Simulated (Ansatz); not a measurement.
Reactions of C2H2N2O2Si (`O=C=N[SiH2]N=C=O`).

Gas-phase electronic energies from Ansatz, PBE0-D4/def2-TZVP geometries. CCSD(T)/CBS is the MP2 limit (def2-TZVPP, def2-QZVPP) plus CCSD(T) − MP2 in def2-TZVPP, frozen cores. This one scheme is used for every species, atoms too. DFT in def2-TZVPP. Open shells (•) are unrestricted, without spin–orbit coupling. Spin–orbit coupling would lower the free atoms: a little for C, O, Si. One conformer a species, not always the lowest.

```
                                            reaction  B97M-V (kJ/mol)  CCSD(T)/CBS(def2) (kJ/mol)
`O=C=N[SiH2]N=C=O` → 2 C• + 2 H• + 2 N• + 2 O• + Si•             4260                        4204
 `O=C=N[SiH2]N=C=O` + H₂O → `O=C=N[SiH2]O` + `N=C=O`              -11                          -5
 `O=C=N[SiH2]N=C=O` + H–F → `O=C=N[SiH2]F` + `N=C=O`              -55                         -45
`O=C=N[SiH2]N=C=O` + HCl → `O=C=N[SiH2]Cl` + `N=C=O`               -7                          -4
   `O=C=N[SiH2]N=C=O` + H₂ → `O=C=N[SiH3]` + `N=C=O`               76                          78
    `O=C=N[SiH2]N=C=O` → `[N]=C=O`• + `O=C=N[SiH2]`•              496                         520
```

Largest T1 diagnostic: 0.026, for `[N]=C=O`•, so its coupled-cluster energy is less sure.
